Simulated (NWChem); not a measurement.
Molecule: CH$_{4}$ClFOSi; SMILES C[Si](O)(F)Cl

```xyz
9

C      1.5896     1.1976     0.2011
Si    -0.0421     0.3750    -0.0041
O     -0.7629     0.9105    -1.3773
F     -0.9986     0.6881     1.2642
Cl     0.1324    -1.6790    -0.0466
H      2.2509     0.9568    -0.6439
H      2.0747     0.8657     1.1305
H      1.4606     2.2898     0.2428
H     -1.5926     0.5041    -1.6457
```
Atoms are numbered in this order, from 1.

Level: PBE0/def2-SVP (NWChem), optimised geometry, unscaled harmonic frequencies. 

List the harmonic frequencies with IR intensities, and the thermochemistry.


```csv
frequency (cm⁻¹),IR intensity (km/mol)
120,1.2
163,13.0
198,6.9
248,18.4
268,25.0
310,56.4
339,78.0
534,75.7
726,48.1
764,47.2
790,25.1
834,273.0
920,158.7
982,168.0
1281,48.0
1421,6.5
1423,4.0
3073,0.2
3182,0.0
3187,0.0
3933,132.0
```

zero-point energy: 35.3 kcal/mol
thermal correction to the enthalpy at 298.15 K (with zero-point energy): 40.3 kcal/mol
heat capacity Cv: 23.5 cal/(mol K)
entropy at 298.15 K and 1 atm (symmetry number 1): 82.8 cal/(mol K)
dipole moment: 1.18 D

Rigid rotor and harmonic oscillator.
